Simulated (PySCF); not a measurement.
A species of formula C3H5AlF2 has this rotational fingerprint, computed with PySCF 2.14.0, PBE0-D3(BJ)/def2-SVP geometry optimisation, gas phase:

```
Rotational constants : A = 4547, B = 1817, C = 1430 MHz
Dipole components    : |μa| = 1.79 D, |μb| = 1.36 D, |μc| = 0.68 D
Inertial defect      : -35.92 u·Å²
κ                    : -0.75
```

Question: Which structure is it? (One computed conformer of each.)
A. `[CH2:1]=[CH:2][CH2:3][Al:4]([F:5])[F:6]` with C1–C2–C3–Al4 9°, C2–C3–Al4–F5 133°
B. `[F:1]/[CH:2]=[C:3](/[F:4])[CH2:5][AlH2:6]` with C2–C3–C5–Al6 -4°, C3–C5–Al6–H 103° and -95°

Answer: A. It is C=C[CH2][Al]([F])[F], an asymmetric top, point group C1. The candidates at the same level (rigid rotor, commonest isotopes):

```tsv
SMILES	A (MHz)	B (MHz)	C (MHz)	μa (D)	μb (D)	μc (D)	Δ (u·Å²)	point group	rotor
C=C[CH2][Al]([F])[F]	4547	1817	1430	1.79	1.36	0.68	-35.92	C1	asymmetric top
F/C=C(/F)[CH2][AlH2]	5249	2147	1577	1.32	0.54	0.09	-11.14	near Cs	asymmetric top
```

`F/C=C(/F)[CH2][AlH2]` has B 18 % too high. No structure here is proved a minimum.
